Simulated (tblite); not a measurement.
A tight-binding relaxation on `[C@H](C=C(C)C)(C#N)[AsH2]`.

Computed with GFN2-xTB geometry optimisation, gas phase (tblite 0.8.0). Start geometry: from a force field or distance geometry. The command runs a driver script over a list of jobs; the input below is this job's line of settings and its coordinates in Å.

Command:
```bash
OMP_NUM_THREADS=1 python probes_run.py task.json out
```

Input:
```
{"job": {"kind": "relax", "xc": "GFN2-xTB", "basis": "xTB"}, "charge": 0, "multiplicity": 1}
C     -1.701600    -0.656700     1.433500
C     -0.921800    -0.205400     0.240600
C     -1.547600    -0.286300    -1.070600
C      0.317000     0.229900     0.465800
C      1.229100     0.695400    -0.592700
As     2.911600    -0.297300    -0.359100
C      1.425800     2.132100    -0.386600
N      1.603400     3.275000    -0.204800
H     -0.973600    -1.015400     2.209500
H     -2.426500    -1.448500     1.156000
H     -2.218800     0.213400     1.894300
H     -0.914000    -0.925200    -1.733100
H     -1.651900     0.727300    -1.506100
H     -2.524800    -0.820200    -1.016600
H      0.677200     0.237900     1.502200
H      0.838700     0.545800    -1.595100
H      2.869700    -0.994100     1.045700
H      2.999300    -1.401500    -1.494400
```

Output:
```
step      E/eV     max force
  0    -629.22504    3.227
  1    -629.32547    9.140
  2    -629.70587    2.172
  3    -629.86396    1.432
  4    -630.02585    1.105
  5    -630.11830    0.827
  6    -630.18399    0.871
  7    -630.22866    0.524
  8    -630.24127    0.331
  9    -630.25000    0.241
... (123 lines left out)
133    -630.43326    0.035
134    -630.43340    0.025
135    -630.43355    0.032
136    -630.43373    0.043
137    -630.43390    0.042
138    -630.43401    0.041
139    -630.43407    0.030
140    -630.43411    0.022
141    -630.43415    0.013
142    -630.43417    0.008
```

«max force» is the largest atomic force in eV/Å.

Q: From which step on does the largest force stay under 0.1 eV/Å, and how much energy is left to gain from there?

A: From step 114 (0.091 eV/Å), 4.8 meV above the end.

Main results: energy lowered by 27.9 kcal/mol over 142 steps; largest atomic force 0.008 eV/Å at the end.

Q: Where do the atoms end?

A: 0.633 Å rms from the input after alignment:
```
atom  x, y, z in Å
C1    -1.7258   -0.7180    1.4234
C2    -0.8723   -0.2226    0.2972
C3    -1.3905   -0.4893   -1.0874
C4     0.2737    0.4154    0.5188
C5     1.1709    0.9359   -0.5531
As6    2.6289   -0.4030   -1.0342
C7     1.8708    2.1120   -0.1331
N8     2.4629    3.0266    0.2200
H9    -1.2851   -0.4794    2.3878
H10   -1.8519   -1.7987    1.3544
H11   -2.7159   -0.2650    1.3695
H12   -0.6254   -0.9703   -1.7025
H13   -1.6805    0.4404   -1.5787
H14   -2.2610   -1.1385   -1.0503
H15    0.6164    0.5824    1.5324
H16    0.6249    1.1590   -1.4761
H17    3.0482   -0.5984    0.3916
H18    1.7029   -1.5820   -0.8912
```

Q: Estimate the wall time. Hardware: one thread of an Arm Neoverse N1, no GPU, shared host with 64 logical CPUs at a one-minute load of 63.

A: About 1.7 s.
Labels such as C1 count atoms from 1, the log's own numbers from 0.
